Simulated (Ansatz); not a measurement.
`Cl[SiH2][SiH2][GeH3]` + `OCN[SiH3]` → `[SiH3]N[SiH2][SiH2]Cl` + `O[CH2][GeH3]`  (redistribution)

Gas-phase electronic energies from Ansatz, PBE0-D4/def2-TZVP geometries. CCSD(T)/CBS is the MP2 limit (def2-TZVPP, def2-QZVPP) plus CCSD(T) − MP2 in def2-TZVPP, frozen cores. Functionals use def2-TZVPP. B3LYP here is the variant with VWN-RPA as its local correlation; programs differ in this. For Ge outer-core shells are correlated without core-valence functions, which leaves a few kJ/mol of doubt a bond. Scalar relativity is left out up to krypton. One conformer a species, not always the lowest.

`Cl[SiH2][SiH2][GeH3]`:

```xyz
11

Cl    1.094    1.259    2.312
Si    1.603   -0.308    1.065
Si   -0.325   -0.989   -0.062
Ge   -1.330    0.895   -1.115
H     2.632    0.190    0.117
H     2.200   -1.377    1.905
H     0.042   -2.014   -1.078
H    -1.270   -1.600    0.911
H    -1.790    1.909   -0.058
H    -0.312    1.575   -2.045
H    -2.544    0.460   -1.951
```

`OCN[SiH3]`:

Cartesian coordinates in Å:
```
O -0.683 0.498 2.121
C -0.811 0.578 0.724
N -0.225 -0.542 0.051
Si 0.847 -0.425 -1.290
H 0.247 0.338 2.312
H -1.889 0.657 0.547
H -0.339 1.491 0.333
H -0.698 -1.414 0.232
H 1.850 0.630 -0.985
H 0.203 -0.061 -2.586
H 1.498 -1.749 -1.460
```

`[SiH3]N[SiH2][SiH2]Cl`:

Z-matrix (Å, degrees):
```
Si
N 1 1.727
H 1 1.489 2 111.7
H 1 1.485 2 106.5 3 -118.9
H 1 1.486 2 112.0 3 120.9
Si 2 1.726 1 128.6 3 119.0
H 2 1.010 1 116.3 3 -60.2
Si 6 2.346 2 110.8 1 30.9
H 6 1.489 2 108.7 1 150.2
H 6 1.494 2 113.8 1 -90.7
Cl 8 2.067 6 108.6 2 44.9
H 8 1.487 6 110.2 2 162.8
H 8 1.484 6 114.0 2 -75.2
```

`O[CH2][GeH3]`:

Cartesian coordinates in Å:
```
O -0.102 -0.097 1.672
C 0.380 -0.543 0.419
Ge -0.380 0.619 -0.975
H 0.263 -0.658 2.361
H 0.084 -1.579 0.210
H 1.475 -0.491 0.357
H -1.914 0.527 -0.958
H 0.142 0.148 -2.345
H 0.052 2.074 -0.740
```

```csv
level,ΔE (kcal/mol),difference from CCSD(T)/CBS
PBE-D4,-5.0,4.7
r2SCAN-D4,-7.3,2.4
PBE0-D4,-6.1,3.6
B3LYP-D4,-8.8,0.9
ωB97X-V,-8.5,1.2
ωB97M-V,-9.5,0.2
B2PLYP,-8.7,1.0
PBE,-4.0,5.7
r2SCAN,-7.0,2.7
PBE0,-5.2,4.5
B3LYP,-7.3,2.4
HF/def2-TZVPP,-10.1,-0.4
MP2/def2-TZVPP,-10.6,-0.9
SCS-MP2/def2-TZVPP,-10.8,-1.1
CCSD/def2-TZVPP,-9.4,0.3
CCSD(T)/def2-TZVPP,-9.0,0.7
HF/def2-QZVPP,-10.5,-0.8
MP2/def2-QZVPP,-11.1,-1.4
SCS-MP2/def2-QZVPP,-11.4,-1.7
HF/CBS(def2),-10.5,-0.8
MP2/CBS(def2),-11.2,-1.5
CCSD/CBS(def2),-10.0,-0.3
CCSD(T)/CBS,-9.7,0
```

Largest T1 diagnostic among the species: 0.012.

The D4 term adds −1.5 kcal/mol with B3LYP and −0.8 kcal/mol with PBE0; it sums over pairs of atoms, weighted by their polarisabilities, and B3LYP, whose exchange is more repulsive, gets the larger term. From PBE to PBE0 (25 % exact exchange), in def2-TZVPP and without D4, ΔE moves by −1.2 kcal/mol.
